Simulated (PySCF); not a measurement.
Te(GeH3)2 (Ge2H6Te), SMILES [GeH3][Te][GeH3].

Coordinates come from a B3LYP-D3(BJ)/def2-SVP optimisation. This is a generated structure with no PubChem entry under its InChIKey; it may be hypothetical. The def2 effective core potentials stand for the cores of Te; spin–orbit coupling is left out.

Computed with PBE/def2-TZVP (PySCF).

Isolated molecule, no solvent.

The total energy is -4425.01546 hartree and the highest occupied level is -5.35 eV. The lowest empty level is -1.80 eV, the orbital gap comes out as 3.55 eV and the dipole moment is 0.72 D. The quadrupole, principal values (traceless, Buckingham form, about the centre of nuclear charge) comes out as -4.21, -0.10, 4.31 D·Å and the mean static polarisability comes out as 109.0 bohr³ (16.15 Å³). The polarisability, principal values is 82.2, 109.9, 135.0 bohr³.
